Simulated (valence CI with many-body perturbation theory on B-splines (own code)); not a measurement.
Values are calculated unless marked as measured or tabulated.
**Ba⁴²⁺: magnetic and hyperfine properties of the levels**

Method: configuration interaction combined with many-body perturbation theory (CI+MBPT): four valence electrons over a frozen Dirac-Fock core [Ne], radial functions for each j: 11 s, 11 p, 10 d, 8 f, 5 g, 2 h, with the one-electron correlation potential Σ1, the two-electron term Σ2, the three-electron term Σ3, Breit, model QED; selected CI, second order for the rest, scaled by the run's own slope (own B-spline code, finite nucleus).

The last digits are not significant, and no measured levels were compared; by estimate large intervals hold to a few tenths of a per cent, small ones and those within an open d or f shell to about a per cent. Among the levels kept, up to 550 cm⁻¹ of a level comes from second order outside the variational space, and about a tenth of that is noise between levels of different J, which matters for small intervals.

A/g_I is the dipole constant over the nuclear g factor μ/I (μ in nuclear magnetons, uniformly magnetised nucleus), B/Q the quadrupole constant per barn. Both hold the static response of the core; the bare values leave it out. Large factors of s and p1/2 electrons are usually good to 5 to 10 %; those of open d and f shells near neutrality can be off by tens of per cent, and small factors of p3/2, d and f electrons come from cancelling terms and can be off by a factor of two or in sign, in half-filled shells by more. B is blank for J = 1/2, where it vanishes, and for nearly pure S terms. Energies count from the lowest level. Levels with J = 0 are left out.

Levels are named by their leading jj configuration (3d3/2^4 stands for four electrons in 3d with j = 3/2), which in mixed levels can hold well under half, so a name can repeat and another be missing. Letters in brackets count levels of one name in rising energy.

| Level | E (Ry) | g | A/g_I (MHz) | A/g_I bare | B/Q (MHz/b) | B/Q bare |
| --- | --- | --- | --- | --- | --- | --- |
| (3s^2 3p1/2 3p3/2) J=1 | 6.507 | 1.495 | -32100 | -29300 | 77200 | 75800 |
| (3s^2 3p1/2 3p3/2) J=2 | 7.000 | 1.186 | 193000 | 190000 | 127000 | 125000 |
| (3s^2 3p3/2^2) J=2 | 13.863 | 1.301 | 84000 | 83600 | 27100 | 26600 |
| (3s 3p1/2^2 3p3/2) J=2 | 14.447 | 1.603 | 455000 | 446000 | 126000 | 124000 |
| (3s 3p1/2^2 3p3/2) J=1 | 15.969 | 0.981 | -270000 | -261000 | 101000 | 99500 |
| (3s^2 3p1/2 3d3/2) J=2 | 17.837 | 0.767 | 162000 | 159000 | 25600 | 26600 |
| (3s^2 3p1/2 3d5/2) J=2 | 19.704 | 1.436 | 128000 | 127000 | 13300 | 13900 |
| (3s^2 3p1/2 3d3/2) J=1 | 19.915 | 0.894 | -116000 | -111000 | 16900 | 17200 |
| (3s^2 3p1/2 3d5/2) J=3 | 20.107 | 1.167 | 158000 | 155000 | -7730 | -6100 |
| (3s 3p1/2 3p3/2^2) J=2 [a] | 21.468 | 1.322 | 125000 | 123000 | 72000 | 71300 |
| (3s 3p1/2 3p3/2^2) J=3 | 21.873 | 1.262 | 342000 | 335000 | 41500 | 41100 |
| (3s 3p1/2 3p3/2^2) J=1 [a] | 22.966 | 1.255 | 424000 | 415000 | -121000 | -119000 |
| (3s 3p1/2 3p3/2^2) J=2 [b] | 23.203 | 1.111 | 72900 | 73100 | -14900 | -14600 |
| (3s 3p1/2 3p3/2^2) J=1 [b] | 23.727 | 1.380 | 162000 | 161000 | 62100 | 61100 |
| (3s 3p1/2^2 3d3/2) J=1 | 25.946 | 0.373 | -343000 | -332000 | 11100 | 11600 |
| (3s 3p1/2^2 3d3/2) J=2 | 26.259 | 1.176 | 383000 | 376000 | 23600 | 24400 |
| (3s^2 3p3/2 3d3/2) J=2 | 26.343 | 1.056 | 28800 | 30100 | -20500 | -20000 |
| (3s^2 3p3/2 3d3/2) J=3 | 26.351 | 1.137 | 75200 | 75500 | 128000 | 127000 |
| (3s^2 3p3/2 3d3/2) J=1 | 26.388 | 1.143 | 89000 | 88900 | -68800 | -68100 |
| (3s^2 3p3/2 3d5/2) J=4 | 26.614 | 1.244 | 41300 | 42100 | 189000 | 188000 |
| (3s^2 3p3/2 3d5/2) J=2 | 26.682 | 1.302 | 103000 | 102000 | -107000 | -105000 |
| (3s 3p1/2^2 3d5/2) J=3 | 28.136 | 1.373 | 273000 | 268000 | 24300 | 25600 |
| (3s^2 3p3/2 3d5/2) J=3 | 28.523 | 1.157 | 50300 | 50600 | 34200 | 35000 |
| (3s 3p1/2^2 3d5/2) J=2 | 28.768 | 1.062 | -169000 | -162000 | -13600 | -11900 |
| (3s^2 3p3/2 3d5/2) J=1 | 28.839 | 1.124 | -33900 | -31100 | 18000 | 18100 |
| (3s 3p3/2^3) J=2 | 30.098 | 1.351 | 406000 | 397000 | -141000 | -139000 |
| (3s 3p1/2 3p3/2 3d3/2) J=2 [a] | 31.108 | 1.130 | 82000 | 82100 | 30500 | 30200 |
| (3s 3p3/2^3) J=1 | 31.536 | 1.177 | -280000 | -270000 | -40800 | -40100 |
| (3s 3p1/2 3p3/2 3d3/2) J=1 [a] | 31.683 | 1.205 | 211000 | 208000 | -73600 | -72900 |
| (3s 3p1/2 3p3/2 3d3/2) J=3 [a] | 31.913 | 1.174 | 259000 | 255000 | 7570 | 7880 |
| (3s 3p1/2 3p3/2 3d3/2) J=2 [b] | 31.957 | 1.190 | 161000 | 160000 | -36100 | -35600 |
| (3s 3p1/2 3p3/2 3d3/2) J=4 | 32.629 | 1.224 | 294000 | 289000 | 71900 | 71600 |
| (3s 3p1/2 3p3/2 3d5/2) J=4 [a] | 33.123 | 1.394 | 185000 | 183000 | 188000 | 186000 |
| (3s 3p1/2 3p3/2 3d3/2) J=2 [c] | 33.413 | 0.897 | 121000 | 120000 | -45500 | -44300 |

(1) Take the isotope of mass number 135, with I = 3/2, μ = 0.8381 μN and Q = 0.153 b. What is the hyperfine structure of (3s 3p1/2^2 3p3/2) J=1?

Results:

(1) From the table A = -151000 MHz, B = 15500 MHz. Shifts from the centre of gravity in MHz: F = 1/2: 397000, F = 3/2: 136000, F = 5/2: -223000.
